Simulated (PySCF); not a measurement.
Zr(Cl)3(OH) (Cl3HOZr), SMILES [Cl][Zr]([Cl])([OH])[Cl], multiplicity 1. Geometry optimised at PBE0-D3(BJ)/def2-SVP. The spin state was assumed, not searched. The isomer is the one that the SMILES or the coordinates give; other isomers of the formula were not compared. The def2 effective core potentials stand for the cores of Zr; spin–orbit coupling is left out. Other conformers were not sampled.

The numbers are results of PBE0-D3(BJ)/def2-SVP run with PySCF 2.14.0, not measurements.

Harmonic wavenumbers (cm⁻¹): 95, 95, 109, 144, 144, 328, 328, 381, 423, 423, 778, 3996. Rotational constants (GHz): 1.343, 1.343, 0.9692; symmetry number 3.

Q: Work out the zero-point energy and the ideal-gas rigid-rotor harmonic-oscillator thermochemistry at 298.15 K and 1 atm.

A: ZPE = ½ Σ hcν = ½ × 7246 cm⁻¹ = 43.34 kJ/mol. H − E(el) = 67.10 kJ/mol. Entropy in J/(mol K): translation 175.70, rotation 114.71, vibration 89.70, total 380.11. G − E(el) = -46.23 kJ/mol. Cp = 108.33 J/(mol K). Modes under 150 cm⁻¹ make the vibrational entropy uncertain.
